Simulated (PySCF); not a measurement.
Compound: BBiH6.
SMILES with atom numbers: `[BH3-:1][BiH3+:2]` (hydrogens: H3, H4, H5 on B1; H6, H7, H8 on Bi2)

Method: PySCF 2.14.0, PBE0-D3(BJ)/def2-SVP geometry optimisation, gas phase, def2 core potentials past Kr; density fitting, grid level 1; the optimiser is geomeTRIC in internal coordinates, started from a GFN2-xTB structure with every atom displaced at random (about 0.01 Å).

Step 0: E = -6610.7127 eV
```
atom  x, y, z in Å  |  force x, y, z in eV/Å
B1     -1.3817    0.0065    0.0024   -0.440   1.321  -0.533
Bi2     0.9771    0.2707   -0.0159    0.656   0.124   0.028
H3     -1.7306    0.8454    0.7754    0.118   0.386   0.453
H4     -1.4830   -1.0844    0.3327    0.027  -1.798   0.552
H5     -1.6626    0.2593   -1.1340    0.155   0.040  -0.475
H6      1.8305    1.7653   -0.4520   -0.189   0.146  -0.062
H7      2.1008   -0.6807   -1.0050   -0.151  -0.158  -0.144
H8      2.0414    0.0691    1.3919   -0.176  -0.061   0.182
```

Step 1: E = -6610.8561 eV
```
atom  x, y, z in Å  |  force x, y, z in eV/Å
B1     -1.4276    0.0196   -0.0067    0.071  -0.279   0.086
Bi2     1.0229    0.2904   -0.0098    0.007  -0.010  -0.007
H3     -1.6927    0.8764    0.8031   -0.021   0.076   0.090
H4     -1.4644   -1.1488    0.3524    0.014   0.197  -0.054
H5     -1.6202    0.2619   -1.1752   -0.006   0.017  -0.114
H6      1.8056    1.8233   -0.4714   -0.016  -0.027   0.008
H7      2.0550   -0.7237   -1.0493   -0.019   0.019   0.015
H8      2.0132    0.0523    1.4525   -0.030   0.007  -0.023
```

Task: Estimate the geometry and energy of step 2. (The exact step hangs on the optimiser's Hessian estimate; all steps are aligned on step 1, rigid shifts and turns removed.)

Result: E = -6610.8582 eV, largest force 0.069 eV/Å
```
atom  x, y, z in Å  |  force x, y, z in eV/Å
B1     -1.4225    0.0184   -0.0058    0.052  -0.044   0.013
Bi2     1.0189    0.2884   -0.0107   -0.034  -0.007  -0.011
H3     -1.6872    0.8778    0.8084   -0.012   0.003   0.006
H4     -1.4556   -1.1430    0.3519   -0.010   0.044  -0.011
H5     -1.6139    0.2608   -1.1794   -0.010   0.001  -0.004
H6      1.7984    1.8191   -0.4706    0.003   0.014  -0.004
H7      2.0498   -0.7224   -1.0485    0.007  -0.008  -0.010
H8      2.0039    0.0522    1.4503    0.003  -0.003   0.020
```

The energy changes by -0.0020 eV. The first-order estimate −F·Δx gives -0.0037 eV and the mean of the old and new forces, exact on a quadratic surface, -0.0020 eV. The step makes an angle of 65° with the force vector and moves no atom by more than 0.011 Å.

What follows is the cost of the whole optimisation. Hardware: Arm Neoverse V1, one thread, shared host with 32 logical CPUs at a one-minute load of 19. Cost: 8.2 s of wall time, 0.31 GiB resident at most.
